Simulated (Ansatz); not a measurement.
`[Cl][Sn][Cl]` + `COC(C)=O` → `C[O][Sn][Cl]` + `CC(=O)Cl` at 600 K and 1 bar (formal exchange of groups at the Sn–Cl bond).

Computed with Ansatz on PBE0-D4/def2-TZVP structures; ΔE is electronic, products minus reactants. CBS: MP2 limit from def2 TZ/QZ plus the TZ coupled-cluster correction, frozen cores. Elements past krypton have def2 core potentials. For Sn outer-core shells are correlated without core-valence functions, which leaves a few kJ/mol of doubt a bond. Each species was taken in one conformer, which may not be the lowest.

```tsv
species	CCSD(T)/CBS energy (Eh)	H − E (kJ/mol)	S (J/(mol·K))
`[Cl][Sn][Cl]`	-1133.69328	35.5	345.1
`COC(C)=O`	-268.11980	290.4	407.6
`C[O][Sn][Cl]`	-788.90874	157.8	409.3
`CC(=O)Cl`	-612.86293	164.7	351.7
```

H − E and S are ideal-gas, rigid-rotor, harmonic terms from PBE0-D4/def2-TZVP, for one conformer and one mirror image of each species. 1 Eh = 2625.50 kJ/mol, R = 8.31446 J/(mol·K).

By hand: ΔE, ΔH, ΔS and ΔG.

ΔE = (-788.90874) + (-612.86293) − (-1133.69328) − (-268.11980) = 0.04141 Eh = 108.7 kJ/mol. Δ(H − E) = 157.8 + 164.7 − 35.5 − 290.4 = -3.4, so ΔH = 105.3 kJ/mol. ΔS = 409.3 + 351.7 − 345.1 − 407.6 = 8.3 J/(mol·K). ΔG = 105.3 − 600 × (8.3)/1000 = 100.3 kJ/mol.

By hand: the equilibrium constant, and the temperature at which ΔG would vanish if ΔH and ΔS stayed fixed.

log₁₀ K = −ΔG/(RT ln 10) = -8.7. ΔG = 0 at ΔH/ΔS = 12687 K, far beyond where these terms or the molecules hold.

The number of gas molecules stays the same, so ΔS is small and ΔH decides. A doubt of 5 kJ/mol in ΔE shifts log₁₀ K by 0.4 here. Other conformers and mirror images would add mixing entropy, several J/(mol·K) or more a flexible species. Modes under 60 cm⁻¹, often nearly free rotors, make the harmonic entropy too high. These are equilibria of isolated gas molecules and say nothing of rates. Largest T1 diagnostic: 0.017 (customary marks: 0.02 for closed shells, 0.045 for open ones).
